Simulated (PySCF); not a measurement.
Mapped SMILES: `[CH3:1][CH2:2]/[CH:3]=[N:4]\[N:5]=[CH:6]/[CH2:7][CH3:8]` (H(Xn): hydrogen on atom n).

[PySCF: shielding tensors at PBE0/pcSseg-1 (GIAO); coordinates at the GFN2-xTB level; single conformer; relativity neglected; gas phase; equivalent nuclei averaged]

δ = σ(ref) − σ, references computed at the same level: ¹³C (σ = 186.93 ppm) and ¹H (σ = 31.72 ppm) against TMS; NH3 for ¹⁵N (σ = 267.73 ppm).

```
      atoms  nucleus  count  δ (ppm)
H(C2)/H(C7)       ¹H      4     1.95
      C3/C6      ¹³C      2    131.4
      C1/C8      ¹³C      2     13.2
H(C1)/H(C8)       ¹H      6        ?
H(C3)/H(C6)       ¹H      2     6.19
      N4/N5      ¹⁵N      2    388.0
      C2/C7      ¹³C      2        ?
```

Estimate the values marked ?.

Results:


- C2/C7: 22.7 ppm, sp3 CH2; saturated and bonded to C and H only
- H(C1)/H(C8): 1.11 ppm, hydrogen on a methyl carbon

Shifts are as computed. Against solution values, carbons near 30 ppm lie about +3 ppm off and those near 130 ppm about +5 ppm. Of 1211 compounds with measured shifts, 218 miss one by over three times the rms of a fit or turn the order of signals round; such compounds aren't used in these exercises. Experimental scales use liquid or dissolved standards, which lie at an offset from isolated NH3 (liquid NH3: subtract about 20 ppm). Unscaled 15N shifts of sp2 nitrogen come out 20 to 40 ppm too high even then.
